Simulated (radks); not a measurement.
Removal energies from the bromine ion Br2+, [Ar] 3d10 4s2 4p3, by Delta-SCF beside the eigenvalue of the level emptied. Method: non-relativistic Kohn-Sham, PBE, spin-polarised, spherical densities, point nucleus; computed with a radial shooting solver on a logarithmic mesh with Libxc functionals. Open shells are filled with parallel spins first.

removed from        final configuration  Delta-SCF (eV)  -eigenvalue (eV)
4p                    [Ar] 3d10 4s2 4p2          35.071            29.401
4s                    [Ar] 3d10 4s1 4p3          44.823            38.950
3d                     [Ar] 3d9 4s2 4p3          105.24            91.866
3p            [Ne] 3s2 3p5 3d10 4s2 4p3          208.81            195.27
